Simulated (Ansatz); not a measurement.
Calculated with Ansatz (gas phase, PBE0-D4/def2-TZVP geometries, no zero-point term in ΔE). CBS: MP2 limit from def2 TZ/QZ plus the TZ coupled-cluster correction, frozen cores. This one scheme is used for every species. Functionals use def2-TZVPP. def2 core potentials past Kr. For Sn outer-core shells are correlated without core-valence functions, which leaves a few kJ/mol of doubt a bond. One conformer a species, not always the lowest.

Consider the substitution at a C–N bond: `C=CN(C)[SiH3]` + `[OH][SnH3]` → `C[O][SnH3]` + `C=CN[SiH3]`.

CCSD(T)/CBS gives +35.7 kJ/mol.

Task: Another level gave +30.9 kJ/mol. Which?
A. CAM-B3LYP-D4/def2-TZVPP
B. revPBE-D4/def2-TZVPP
C. HF/def2-TZVPP
D. revPBE/def2-TZVPP

Result: A. CAM-B3LYP-D4 30.9, revPBE 25.0, revPBE-D4 36.2, HF/def2-TZVPP 19.3 kJ/mol.

Task: What do rigid-rotor, harmonic-oscillator terms from PBE0-D4/def2-TZVP frequencies (298.15 K, 1 bar) make of the CCSD(T)/CBS value? (Estimate.)

Result: Ansatz gave: ΔZPE = -0.4 kJ/mol, ΔH = +36.0 kJ/mol, ΔS = 13 J/(mol·K), ΔG = +32.2 kJ/mol.

Largest T1 diagnostic among the species: 0.014.

From BLYP to BHLYP (50 % exact exchange), in def2-TZVPP and without D4, ΔE moves by +4.1 kJ/mol. The D4 term adds +5.7 kJ/mol with B3LYP and +3.1 kJ/mol with PBE0; it sums over pairs of atoms, weighted by their polarisabilities, and B3LYP, whose exchange is more repulsive, gets the larger term. Leaving LDA and LC-ωPBE aside and taking each functional with its dispersion term where it has one, the values, not all of them listed here, spread over 6.7 kJ/mol, from BHLYP-D4 to PBE-QIDH. LDA lies +11.1 kJ/mol from PBE without D4.

B3LYP here is the variant with VWN-RPA as its local correlation; programs differ in this.
